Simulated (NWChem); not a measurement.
System: InSiH3F2; SMILES [F][In]([F])[SiH3]

Here is an NWChem input.

```
start job
memory heap 200 mb stack 900 mb global 1100 mb
geometry units angstroms
  In    -0.157746     0.089145    -0.107558
  F     -1.984099    -0.738442    -0.363990
  F     -0.063005     1.892293    -1.014754
  Si     1.802870    -1.016985     1.218976
  H      2.246012    -0.019929     2.196796
  H      2.838731    -1.334862     0.231846
  H      1.234325    -2.211139     1.845409
end
basis spherical
  * library def2-svp
end
ecp
  In library def2-ecp
end
dft
  xc pbe0
  iterations 150
end
driver
  maxiter 120
end
task dft optimize
dft
  grid fine
  convergence energy 1d-8 density 1d-7
end
task dft freq numerical
```

def2 effective core potentials on In; no spin-orbit coupling.

The level has its own optimisation; frequencies are unscaled.

Task: Predict the main results of this run. (PBE0/def2-SVP with def2 effective core potentials on In.) Quantities: r F–In (Å); r In–Si (Å); r H–Si (Å); highest harmonic frequency (cm⁻¹); lowest (cm⁻¹); zero-point energy (kcal/mol).

Result: The r F–In (Å) is 1.958, the r In–Si (Å) is 2.551 and the r H–Si (Å) comes out as 1.491. The highest harmonic frequency (cm⁻¹) is 2268, the lowest (cm⁻¹) comes out as 18 and the zero-point energy (kcal/mol) is 17.6.
